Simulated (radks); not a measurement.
Results of a calculation; reference values are marked as such.
The tantalum ion Ta+ inside a hard spherical wall (all orbitals vanish at R), configuration held at [Xe] 4f14 5d3 6s1 and not refilled when levels cross. Code: a radial shooting solver on a logarithmic mesh with Libxc functionals. Model: scalar-relativistic Kohn-Sham, PBE, spin-polarised, spherical densities, finite nucleus; open shells are filled with parallel spins first (spin-orbit coupling, left out, can overturn this in heavy ions); Fermi nuclear charge, rms radius 5.3507 fm. Eigenvalues in eV for spin up, with the zero of energy where the potential of the charges vanishes at infinity; a dash marks a level that is unbound or too diffuse for the functional's potential to be trusted. A positive occupied level is held by the wall or, in an anion where self-interaction has pushed it up, behind a barrier. The pressure on the wall is -dE/dV.

R (bohr)  E (hartree)  kinetic (hartree)    e(5p)    e(4f)    e(6s)    e(5d)  e(6p, empty)  e(7s, empty)  pressure (GPa)
free      -15602.0600          17136.512  -47.130  -31.763  -12.376  -11.341        -7.084             -               0
20        -15602.0600          17136.512  -47.130  -31.763  -12.376  -11.341        -7.084             -        < 0.0001
15        -15602.0600          17136.512  -47.130  -31.763  -12.376  -11.341        -7.084        -3.403        < 0.0001
12        -15602.0600          17136.512  -47.130  -31.763  -12.375  -11.340        -7.082        -3.242        < 0.0001
6         -15602.0415          17136.658  -46.556  -31.153  -11.760  -10.831        -5.562         6.219            1.75
3.5       -15601.3505          17139.769  -40.334  -23.956    1.399   -3.610        14.682        66.362             213
3         -15600.4383          17143.537  -35.779  -18.511   15.260    2.789        33.322        111.27             737
2         -15589.5260          17185.593   -0.620   17.486   129.53   51.858        168.21        390.39           17700
1.5       -15554.3261          17305.787   86.673   83.285   379.69   162.61        440.80        896.97          148000
